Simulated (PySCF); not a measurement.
BiI2 (SMILES [I][Bi][I]), doublet, at a GFN2-xTB geometry (such geometries of metal compounds can be far from the true shape) (the spin is typed, not shown lowest) (core potentials on Bi, I). Base run: BLYP/def2-SVP run with PySCF.

PySCF was given this input:
```python
from pyscf import gto, scf, dft

mol = gto.M(
    atom='''
Bi    0.89619474    0.44438201    0.28746279
I    -1.04089611    1.21333620   -1.58129724
I    -0.36257867   -1.90925520    1.13111966
''',
    basis='def2-svp',
    ecp={'Bi': 'def2-svp', 'I': 'def2-svp'},
    spin=1,
    verbose=4,
)

mf = dft.UKS(mol)
mf.xc = 'blyp'
mf.kernel()
mf.analyze()
```

Each row names what was changed in the base input (with any setting that the change needs).

```csv
change,E (Eh),HOMO (eV),dipole (D),<S^2>,core-seconds (rough)
base,-809.97840,-4.67,2.51,0.751,10
functional = bhandhlyp,-809.90310,-6.90,3.23,0.754,10
functional = mn12l,-803.30737,-5.45,2.99,0.758,20
functional = pbe,-810.12344,-4.95,2.59,0.752,10
functional = wb97x_v,-810.05635,-8.15,3.32,0.753,100
functional = revpbe,-810.27770,-4.92,2.67,0.753,10
functional = camb3lyp,-810.08917,-7.19,3.12,0.753,30
functional = b97m_v,-810.08090,-5.14,2.96,0.753,100
functional = bp86,-810.54426,-5.07,2.58,0.752,8
functional = b3lyp5,-810.10472,-5.64,2.83,0.752,10
functional = tpss,-809.83383,-5.07,2.76,0.752,20
functional = x3lyp,-810.16985,-5.76,2.85,0.752,10
"functional = lda,vwn",-809.03196,-5.03,2.42,0.751,7
```

Total energies compare only within one method and basis.

Open shells are given as the SCF converged; they aren't shown to be the lowest states, and a large step between rows can be another state.
